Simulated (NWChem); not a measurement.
# CH₄F₂O₂Si; SMILES [SiH](O)(C(F)F)O

```xyz
10

O     -1.3729    -0.9662     0.7405
Si    -0.2144    -0.8316    -0.4346
O      1.0440    -1.8593    -0.1637
C      0.3542     1.0001    -0.3242
F      1.1597     1.1528     0.7652
F     -0.7655     1.7640    -0.1152
H     -1.7659    -0.1298     1.0146
H     -0.7082    -1.1465    -1.7954
H      1.4571    -1.8241     0.7052
H      0.8853     1.4229    -1.1967
```
Atoms are numbered in this order, from 1.

Computed with NWChem. Pople sets run with spherical d functions. The geometry was optimised at PBE0/def2-SVP. Level: PBE0/6-31G* with SMD (1 M gas to 1 M solution), gas-phase geometry. Reactions with the solvent are ignored.

For solvent dichloromethane:

- solvation free energy (kcal/mol): -6.4
- cavity-dispersion-structure term (kcal/mol): 0.1
- dipole in solution (D): 1.20

Task: How do the values read with solvent methanol instead?

Result: The solvation free energy (kcal/mol) is -9.6 and the cavity-dispersion-structure term (kcal/mol) is 1.8. The dipole in solution (D) is 1.40.
